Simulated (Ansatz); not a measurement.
`N[BH][SnH]([F])[Cl]` → `[F][Sn][Cl]` + `BN` at 400 K and 1 bar (stannylene formation by 1,1-elimination).

Gas-phase electronic energies from Ansatz, PBE0-D4/def2-TZVP geometries. CCSD(T)/CBS adds triple-zeta CCSD(T) − MP2 to the extrapolated MP2 energy (def2 sets, frozen cores). This one scheme is used for every species. Elements past krypton have def2 core potentials. For Sn outer-core shells are correlated without core-valence functions, which leaves a few kJ/mol of doubt a bond. Each species was taken in one conformer, which may not be the lowest.

```tsv
species	CCSD(T)/CBS energy (Eh)	H − E (kJ/mol)	S (J/(mol·K))
`N[BH][SnH]([F])[Cl]`	-855.62258	168.7	410.5
`[F][Sn][Cl]`	-773.69640	25.0	315.5
`BN`	-81.93499	142.5	243.5
```

H − E and S are ideal-gas, rigid-rotor, harmonic terms from PBE0-D4/def2-TZVP, for one conformer and one mirror image of each species. 1 Eh = 2625.50 kJ/mol, R = 8.31446 J/(mol·K).

**Question.** By hand: ΔE, ΔH, ΔS and ΔG.

**Answer.** ΔE = (-773.69640) + (-81.93499) − (-855.62258) = -0.00881 Eh = -23.1 kJ/mol. Δ(H − E) = 25.0 + 142.5 − 168.7 = -1.2, so ΔH = -24.3 kJ/mol. ΔS = 315.5 + 243.5 − 410.5 = 148.5 J/(mol·K). ΔG = -24.3 − 400 × (148.5)/1000 = -83.7 kJ/mol.

**Question.** By hand: the equilibrium constant, and the temperature at which ΔG would vanish if ΔH and ΔS stayed fixed.

**Answer.** log₁₀ K = −ΔG/(RT ln 10) = 10.9. ΔH and −TΔS have one sign here, so there is no such temperature.

The number of gas molecules changes by +1, which sets the sign of ΔS. A doubt of 5 kJ/mol in ΔE shifts log₁₀ K by 0.7 here. Other conformers and mirror images would add mixing entropy, several J/(mol·K) or more a flexible species. These are equilibria of isolated gas molecules and say nothing of rates. Largest T1 diagnostic: 0.016 (customary marks: 0.02 for closed shells, 0.045 for open ones).
